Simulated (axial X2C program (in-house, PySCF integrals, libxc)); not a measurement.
Spin–orbit effects down a group: molecules with Se (ions), CCSD(T)

Calculated with an in-house relativistic program for diatomic molecules, spin-free (one-electron X2C) or two-component (2c: spin–orbit coupling with atomic mean-field Coulomb and Gaunt terms, which also bring small scalar terms), in Dyall basis sets with cores contracted in-house; open shells are unrestricted.

Basis sets: H dyall-v3z, Li dyall-cv3z, Na dyall-cv3z, Se dyall-cv3z. Frozen shells (counts by l): SeH⁺ Se 3s2p1d, H none, 6 electrons correlated; LiSe⁺ Se 3s2p1d, Li 1s, 6 electrons correlated; NaSe⁺ Se 3s2p1d, Na 1s, 14 electrons correlated. Coupled cluster in natural virtuals with an MP2 remainder. Where the outer core of a metal is frozen, bonds come out longer and ionisation energies lower. Frozen cores can differ along the series, which adds to the trend.

```
molecule  spin-free state  Re (Å)  ωe (cm⁻¹)  De (eV)  2c state  Re 2c (Å)  ωe 2c (cm⁻¹)  De 2c (eV)
    SeH⁺   M_S = 1, Λ = 0   1.488     2317.4     3.10     Ω = 1      1.489        2314.9        3.08
   LiSe⁺   M_S = 1, Λ = 0   2.614      307.2     0.85     Ω = 1      2.616         305.1        0.75
   NaSe⁺   M_S = 1, Λ = 0   2.959      155.1     0.57     Ω = 1      2.963         153.6        0.47
```

Fragments in 2c: Se+ + H, Se + Li+, Se + Na+. Each entry is the lowest single determinant of a limited PBE0 search at one distance. De goes to single-determinant-based atoms at the same level (for ions the charge split of lowest energy) and is withheld (n/a) where an atom does not fit its ground term or J level. Main or longest-lived isotopes. One determinant is a doubtful description, or other states lie close, for SeH⁺, LiSe⁺, NaSe⁺; these need not be ground states, and all values refer to the states named. Some open-shell Ω = 0 determinants are out of reach, so the Ω given for SeH⁺, LiSe⁺, NaSe⁺ need not be the lowest component. With several unpaired electrons the Ω given is that of one determinant, not necessarily of the lowest component.
